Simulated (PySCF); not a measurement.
# Ionising WO

M06-2X; basis W def2-TZVPPD with ECP60, O def2-TZVPPD; scalar-relativistic core potentials; PySCF 2.14. Neutral (UKS): triplet (δ ↑↑), Re = 1.644 Å, ωe = 1129 cm⁻¹, HOMO -6.33 eV, LUMO -1.68 eV.

WO⁻ (UKS): quartet (π ↑, δ ↑↑), Re = 1.710 Å, ωe = 943 cm⁻¹. The energies at the minima are -142.15270 hartree for WO and -142.18718 for WO⁻.

**Question.** Work out the adiabatic electron affinity, without and with harmonic zero-point energies (1 hartree = 27.2114 eV, 1 eV = 8065.5 cm⁻¹), and the change of the bond length.

**Answer.** At M06-2X: 0.03448 hartree = 0.938 eV between the minima; the zero-point term (1129.0 − 943.0)/2 cm⁻¹ = +0.012 eV makes it 0.950 eV. Re changes by +6.6 pm against the neutral. The electron enters a π orbital, and the longer bond of the ion fits an antibonding orbital, or a change in how ionic the bond is.

De is left out where the level can put another filling of the metal’s s and d shells below the measured ground configuration, by anything from nothing to about 1 eV. Spin–orbit coupling is left out, which matters for elements this heavy, above all for dissociation energies. With d or f electrons several states lie close, and the lowest PBE0 determinant need not be the measured ground state.
